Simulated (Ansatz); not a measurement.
`[SH][GeH]([Cl])[Cl]` + H–F → `[F][GeH]([SH])[Cl]` + HCl at 700 K and 1 bar (ligand exchange at a Ge–Cl bond).

Gas-phase electronic energies from Ansatz, PBE0-D4/def2-TZVP geometries. CCSD(T)/CBS is the MP2 limit (def2-TZVPP, def2-QZVPP) plus CCSD(T) − MP2 in def2-TZVPP, frozen cores. This one scheme is used for every species. For Ge outer-core shells are correlated without core-valence functions, which leaves a few kJ/mol of doubt a bond. Scalar relativity is left out up to krypton. One conformer a species, not always the lowest.

| species | CCSD(T)/CBS energy (Eh) | H − E (kJ/mol) | S (J/(mol·K)) |
| --- | --- | --- | --- |
| `[SH][GeH]([Cl])[Cl]` | -3394.75336 | 115.5 | 442.9 |
| H–F | -100.39570 | 45.2 | 198.5 |
| `[F][GeH]([SH])[Cl]` | -3034.76350 | 116.5 | 429.0 |
| HCl | -460.38127 | 38.4 | 211.8 |

H − E and S are ideal-gas, rigid-rotor, harmonic terms from PBE0-D4/def2-TZVP, for one conformer and one mirror image of each species. 1 Eh = 2625.50 kJ/mol, R = 8.31446 J/(mol·K).

Q: By hand: ΔE, ΔH, ΔS and ΔG.

A: ΔE = (-3034.76350) + (-460.38127) − (-3394.75336) − (-100.39570) = 0.00429 Eh = 11.3 kJ/mol. Δ(H − E) = 116.5 + 38.4 − 115.5 − 45.2 = -5.8, so ΔH = 5.5 kJ/mol. ΔS = 429.0 + 211.8 − 442.9 − 198.5 = -0.6 J/(mol·K). ΔG = 5.5 − 700 × (-0.6)/1000 = 5.9 kJ/mol.

Q: By hand: the equilibrium constant, and the temperature at which ΔG would vanish if ΔH and ΔS stayed fixed.

A: log₁₀ K = −ΔG/(RT ln 10) = -0.4. ΔH and −TΔS have one sign here, so there is no such temperature.

The number of gas molecules stays the same, so ΔS is small and ΔH decides. The sign of ΔG lies within the doubt. A doubt of 5 kJ/mol in ΔE shifts log₁₀ K by 0.4 here. Other conformers and mirror images would add mixing entropy, several J/(mol·K) or more a flexible species. These are equilibria of isolated gas molecules and say nothing of rates. Largest T1 diagnostic: 0.011 (customary marks: 0.02 for closed shells, 0.045 for open ones).

ΔS is within the doubt of such terms, so its sign, and with it that verdict, could turn.
